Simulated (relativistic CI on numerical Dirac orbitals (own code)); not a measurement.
The 4d ions of charge 1+

These numbers are calculated, not measured: Dirac-Coulomb-Breit CI, orbitals from a KLI potential per configuration, model QED (radiative potential, 1s self-energy scaled to tabulated hydrogen-like ionisation energies), valence Slater integrals scaled by 0.85 (own radial code, finite nucleus).

Each species is treated in one configuration, given outside its closed core, with all valence electrons in the open shell. Radial values are for the open shell of highest l, unscaled and averaged over j; ζ includes the Breit term. Labels give the leading LS character, summed over repeated terms.

| Ion | Configuration | Its lowest level | LS weight (%) | F² (cm⁻¹) | F⁴ (cm⁻¹) | Next level | E (cm⁻¹) | ⟨r⟩ (bohr) | ⟨r²⟩ (bohr²) |
| --- | --- | --- | --- | --- | --- | --- | --- | --- | --- |
| Zr⁺ | 4d3 | 4F_3/2 | 100 | 43050 | 27540 | 4F_5/2 | 236.16 | 2.263 | 6.251 |
| Nb⁺ | 4d4 | ? | ? | ? | ? | ? | ? | ? | ? |
| Mo⁺ | 4d5 | 6S_5/2 | 100 | 52160 | 33570 | 4G_5/2 | 17019 | 1.879 | 4.299 |
| Tc⁺ | 4d6 | 5D_4 | 99 | 56310 | 36320 | 5D_3 | 725.16 | 1.743 | 3.696 |
| Ru⁺ | 4d7 | 4F_9/2 | 99 | 60290 | 38960 | 4F_7/2 | 1416.4 | 1.63 | 3.229 |
| Rh⁺ | 4d8 | 3F_4 | 100 | 64140 | 41510 | 3F_3 | 2243.2 | 1.533 | 2.856 |
| Pd⁺ | 4d9 | 2D_5/2 | 100 |  |  | 2D_3/2 | 3344.1 | 1.449 | 2.551 |

Q: Fill in the row of Nb⁺.

A: Its lowest level 5D_0; LS weight (%) 99; F² (cm⁻¹) 47770; F⁴ (cm⁻¹) 30660; Next level 5D_1; E (cm⁻¹) 117.71; ⟨r⟩ (bohr) 2.047; ⟨r²⟩ (bohr²) 5.106.

NIST ASD lists another ground level for Zr⁺ (4F3/2), Tc⁺ (7S3).

With one configuration, terms of near-neutral atoms and ions can be 10 to 25 % off, and close levels can change places.
